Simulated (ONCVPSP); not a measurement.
**Se: one change to an ONCV potential, before and after**

selenium, optimised norm-conserving Vanderbilt (ONCV), made with ONCVPSP 4.0.1 (PBE, scalar-relativistic). Core [Ne], reference 3s2 3p6 3d10 4s2 4p4. Waves: 3s+4s: rc 0.80 bohr, ncon 3, nbas 6, qcut 13.3 1/bohr, 2 projectors; 3p+4p: rc 1.10 bohr, ncon 3, nbas 7, qcut 9.9 1/bohr, 2 projectors; 3d: rc 1.15 bohr, ncon 4, nbas 9, qcut 14.2 1/bohr, 1 projector. Local part: polynomial inside 0.50 bohr (lpopt 5, dvloc0 6 Ha). Core correction: polynomial model core, fcfact 0.75.

Change: s: nproj 4.

Cutoffs: the cutoffs (Ha) at which the residual kinetic energy of the hardest occupied pseudo-wave falls to 1 and 0.1 mHa per electron; they do not see the model core or the augmentation charge, which bear on the density cutoff. Errors are all-electron minus pseudo energies relative to the spin-unpolarised reference configuration.

Question: How do hardness, ghosts and transferability respond?

Answer: The potential gets neither clearly harder nor softer (82 Ha and 127 Ha → 82 Ha and 127 Ha); of the 4 tests that both files solve, the error grows in 1 and shrinks in 0 by more than 15 % and 0.3 meV (median size 3.2 → 3.4 meV); neither file shows a bound ghost.

| quantity | base | changed |
| --- | --- | --- |
| cutoff, loose | 82 Ha | 82 Ha |
| cutoff, tight | 127 Ha | 127 Ha |
| bound ghosts | none | none |
| GHOST(+) flags under 300 eV | none | none |
| largest miss of a reference level, eV | 0.00 | 0.06 |
| error for 3s2 3p6 3d10 4s2 4p3, meV [ΔE 10.85 eV] | -1.3 | -1.3 |
| error for 3s2 3p6 3d10 4s2 4p2, meV [ΔE 31.19 eV] | -4.2 | -4.2 |
| error for 3s2 3p6 3d10 4s2 4p1, meV [ΔE 62.06 eV] | -9.5 | -9.5 |
| error for 3s2 3p6 3d10 4s1 4p4, meV [ΔE 22.38 eV] | -2.2 | -2.6 |
| s: phases at 0.81 bohr within 0.05 rad from the reference energy up to (Ha; the scan ends near 5) | to the end of the scan | to the end of the scan |
| p: phases at 1.12 bohr within 0.05 rad from the reference energy up to (Ha; the scan ends near 5) | to the end of the scan | to the end of the scan |
| d: phases at 1.17 bohr within 0.05 rad from the reference energy up to (Ha; the scan ends near 5) | 0.6 | 0.6 |
| rms error of d²Exc/dni dnj with the model core, mHa | 1.54 | 1.52 |
